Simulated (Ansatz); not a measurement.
CH6BClGeSi, SMILES `ClB1C[SiH]1[GeH3]`, relaxed with RKS PBE-D4/def2-SVP in Ansatz from a rough embedded geometry. The force threshold is 0.03 eV/Å; the program also tests the step.

Charge 0, multiplicity 1.

Start:

```xyz
11

Cl   -2.280   -0.412    2.395
B    -1.091   -0.752    1.062
C     0.088   -1.564    0.468
Si   -0.275   -0.425   -0.848
Ge    0.812    1.636   -0.669
H    -0.172   -2.632    0.206
H     1.075   -1.444    0.953
H    -1.399   -0.569   -1.761
H     2.081    1.428    0.290
H     1.284    2.041   -2.058
H    -0.122    2.692   -0.038
```

| step | energy (eV) | largest force (eV/Å) | largest move (Å) |
| --- | --- | --- | --- |
| 1 | -78693.1255 | 3.790 | 0.000 |
| 2 | -78693.7583 | 1.709 | 0.193 |
| 3 | -78693.9762 | 0.566 | 0.195 |
| 4 | -78694.0372 | 0.512 | 0.200 |
| 5 | -78694.0661 | 0.349 | 0.106 |
| 6 | -78694.0726 | 0.155 | 0.038 |
| 7 | -78694.0756 | 0.031 | 0.039 |
| 8 | -78694.0775 | 0.067 | 0.056 |
| 9 | -78694.0803 | 0.138 | 0.129 |
| 10 | -78694.0834 | 0.142 | 0.071 |
| 11 | -78694.0883 | 0.179 | 0.154 |
| 12 | -78694.0930 | 0.159 | 0.071 |
| 13 | -78694.1004 | 0.211 | 0.191 |
| 14 | -78694.1049 | 0.282 | 0.099 |
| 15 (rejected) | -78694.0980 | 0.525 | 0.200 |
| 16 | -78694.1221 | 0.145 | 0.097 |
| 17 | -78694.1286 | 0.115 | 0.088 |
| 18 | -78694.1302 | 0.265 | 0.135 |
| 19 | -78694.1341 | 0.152 | 0.032 |
| 20 | -78694.1348 | 0.060 | 0.024 |
| 21 | -78694.1358 | 0.054 | 0.027 |
| 22 | -78694.1364 | 0.030 | 0.025 |

End:

```xyz
11

Cl   -1.400   -0.533    2.841
B    -1.095   -0.929    1.171
C    -0.075   -1.786    0.444
Si   -0.649   -0.120   -0.546
Ge    0.745    1.811   -0.645
H    -0.439   -2.490   -0.331
H     0.885   -2.116    0.882
H    -1.164   -0.601   -1.871
H     1.385    2.029    0.752
H     1.886    1.660   -1.689
H    -0.079    3.075   -1.007
```

Hardware: 4 threads of an Intel Xeon Platinum 8259CL on a shared host. Wall time 39 s, peak host memory 0.21 GiB.
